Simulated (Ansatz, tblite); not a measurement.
Removing an electron: SrS₂⁻ (the lowest doublet isomer of a short search). Charge -1, multiplicity 2. Geometry: r2SCAN-D4/def2-TZVPD. Ansatz, gas phase; energy differences of separate SCF runs; the oxidised species is a triplet (the singlet lies 0.99 eV higher at PBE0-D4/def2-TZVPD).

Cartesian coordinates in Å:
```
Sr 0.0105 0.0110 -0.0019
S -1.0279 0.5770 -2.3200
S 1.0175 -0.5880 2.3219
```

In the def2 sets Sr takes a core potential; there is no spin–orbit coupling. The xTB rows come from tblite. HOMO above LUMO, or a gap near zero within one spin, warns that the state may not be the lowest or that an electron is smeared out. The structure comes from a short search, and lower isomers may exist.

(1) Estimate orbital energies and vertical ionisation energies at: GFN1-xTB; GFN2-xTB; PBE-D4/def2-TZVPD; r2SCAN-D4/def2-TZVPD; PBE0-D4/def2-TZVPD.

Results:

(1) 
| level | −HOMO (eV) | vertical IE (eV) | −LUMO (eV) | HOMO–LUMO gap (eV) | remarks |
| --- | --- | --- | --- | --- | --- |
| GFN1-xTB | – | 7.70 | – | – | – |
| GFN2-xTB | – | 7.78 | – | – | – |
| PBE-D4/def2-TZVPD | 0.65 | 2.96 | 0.18 | 0.47 | gap within one spin near zero (triplet) |
| r2SCAN-D4/def2-TZVPD | 0.82 | 3.00 | 0.10 | 0.72 | – |
| PBE0-D4/def2-TZVPD | 1.66 | 2.86 | -0.40 | 2.07 | – |

  HOMO and LUMO are the levels of the spin that leaves or enters (xTB has no such levels and no spin-polarisation term). Other spin states of the ions may lie lower, which would lower the ionisation energy or raise the affinity. Raw xTB energy differences between charge states are shifted by several eV; the methods need an empirical correction for them.
